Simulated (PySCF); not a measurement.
C3H12Si3, SMILES [SiH3]C([SiH3])([SiH3])C=C.

The structure is a stationary point at PBE-D3(BJ)/def2-SVP. This is a generated structure with no PubChem entry under its InChIKey; it may be hypothetical. Other conformers were not sampled.

Method: TDA-ωB97X/def2-SVPD (PySCF 2.14.0).

Vertical excitations. Gas-phase values at a fixed geometry. State labels are in the subgroup Cs.

| state | symmetry | energy (eV) | λ (nm) | f | main pairs |
|---|---|---|---|---|---|
| S1 | A' | 6.85 | 181 | 0.363 | HOMO→LUMO 90 % |
| S2 | A" | 7.11 | 174 | 0.000 | HOMO→LUMO+1 78 % |
| S3 | A" | 7.30 | 170 | 0.000 | HOMO−1→LUMO 89 % |
| S4 | A" | 7.59 | 163 | 0.022 | HOMO→LUMO+3 50 %, HOMO→LUMO+5 30 % |
| S5 | A" | 7.79 | 159 | 0.014 | HOMO→LUMO+5 36 %, HOMO→LUMO+3 21 %, HOMO→LUMO+6 17 %, HOMO→LUMO+2 8 % |
| S6 | A' | 8.01 | 155 | 0.148 | HOMO→LUMO+4 69 %, HOMO→LUMO+7 12 % |
| T1 | A' | 4.16 | 298 | 0 | HOMO→LUMO 77 % |
| T2 | A" | 6.98 | 178 | 0 | HOMO→LUMO+1 80 % |
Triplets are in the Tamm–Dancoff approximation.
